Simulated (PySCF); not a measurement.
How methods differ on the ionisation energy of C⁺

C⁺ [He] 2s2 2p1 (2P) → C²⁺ [He] 2s2 (1S), as a difference of total energies. Computed with PySCF 2.14 in aug-cc-pVDZ-DK (4s3p2d, 23 functions), with the spin-free X2C one-electron Hamiltonian (Gaussian nucleus). Correlated levels: valence: 1s2 frozen. The calculations carry no spin-orbit coupling.

| method | ionisation energy (eV) |
| --- | --- |
| UHF | 24.175 |
| MP2 (valence) | 24.232 |
| SCS-MP2 (valence) | 24.186 |
| CCSD(T) (valence) | 24.066 |
| CCSDT (valence) | 24.073 |

Question: Estimate what CCSD (valence) gives.

Answer: 24.047 eV, closest to CCSD(T) (valence) among the rows shown.

Question: Estimate what FCI (valence) gives.

Answer: 24.072 eV, closest to CCSDT (valence) among the rows shown.

Errors of the correlated levels include the incompleteness of this basis and the frozen core.

The coupled-cluster amplitudes are large for C²⁺ (T1 above 0.03 or a double amplitude above 0.15), so a single reference is strained.

For comparison: 24.378 eV (measured; NIST levels, between the centres of gravity of the two terms).
